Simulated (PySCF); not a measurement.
A geometry optimisation on HC7O radical (`C#CC#CC#C[C]=O`).

Method: PBE0-D3(BJ)/def2-SVP geometry optimisation, gas phase (PySCF 2.14.0). Start geometry: GFN2-xTB. A driver script takes a list of jobs; this job's settings line and coordinates (Å) are shown.

Command:
```bash
OMP_NUM_THREADS=1 python probes_run.py task.json out
```

Input:
```
{"job": {"xc": "PBE0", "basis": "def2-SVP", "d3": "d3bj", "grid": 1, "shake": 0.01, "kind": "geom"}, "charge": 0, "multiplicity": 2}
C      3.835430     0.212090    -0.095620
C      2.593950     0.173450    -0.071800
C      1.254010     0.110210    -0.045550
C      0.062850     0.051940    -0.007730
C     -1.265290    -0.021370     0.018190
C     -2.533370    -0.073540     0.059840
C     -3.793860    -0.142960     0.094350
O     -4.955690    -0.193630     0.119940
H      4.859790     0.293890    -0.105350
```

Output:
```
step   0  E = -341.67843927  max force = 0.126849
step   1  E = -341.68780668  max force = 0.015612
step   2  E = -341.68843239  max force = 0.004606
step   3  E = -341.68868474  max force = 0.002714
step   4  E = -341.68872103  max force = 0.001749
step   5  E = -341.68874639  max force = 0.000749
step   6  E = -341.68875458  max force = 0.000708
step   7  E = -341.68875748  max force = 0.000391
optimisation converged
```

Energies in Eh; «max force» is the largest Cartesian gradient component in Eh/bohr.

**Question.** How much energy does the optimisation release, in kJ/mol?

**Answer.** E(step 0) − E(last step) = 0.010318 Eh, which is 27.1 kJ/mol.

**Question.** Give the first gradient maximum in eV/Å.

**Answer.** With 1 Eh/bohr = 51.422 eV/Å, 6.523 eV/Å.

Main results: final energy -341.68876 Eh after 7 steps; dipole 2.71 D.

Time: 37 s; peak memory 0.47 GiB. Hardware: one thread, Intel Xeon 6975P-C (x86_64) (shared host).
Labels such as C1 count atoms from 1, the log's own numbers from 0.
